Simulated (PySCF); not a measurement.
One molecule, one basis, several functionals.

C3H8BN.
SMILES: `C=NB(C)C`

PySCF, def2-SVPD basis, density fitting, gas phase, PBE0-D3(BJ)/def2-SVP geometry; singlet excitations by full TDDFT with frozen cores, triplets by Tamm–Dancoff TDDFT and ionisation energies by ΔSCF, from the lowest of the holes tried. One functional is left out:

```tsv
functional	exact exchange (%)	HOMO energy (eV)	LUMO energy (eV)	lowest singlet excitation (eV)	lowest triplet excitation (eV)	dipole moment (D)	mean polarisability (au)	vertical ionisation energy (eV)
LDA	0	-6.17	-1.98	4.43	3.96	1.235	69.1	9.47
PBE	0	-6.07	-1.76	4.51	3.96	1.237	68.1	9.31
PBE0	25	-7.38	-0.66	4.58	3.99	1.340	64.9	9.43
BHandHLYP	50	-8.63	0.52	4.61	4.06	1.429	62.6	9.38
```

Task: Predict the row of B3LYP (20 % exact exchange) by straight lines through the other rows, and check it.

Result: 
```csv
property,line,computed,computed − line,"PBE0 (25 %), for comparison"
HOMO energy (eV),-7.13,-7.17,-0.04,-7.38
LUMO energy (eV),-0.91,-0.92,-0.01,-0.66
lowest singlet excitation (eV),4.54,4.55,+0.01,4.58
lowest triplet excitation (eV),3.99,4.01,+0.02,3.99
dipole moment (D),1.315,1.342,+0.027,1.340
mean polarisability (au),66.0,65.6,-0.4,64.9
vertical ionisation energy (eV),9.40,9.49,+0.09,9.43
```
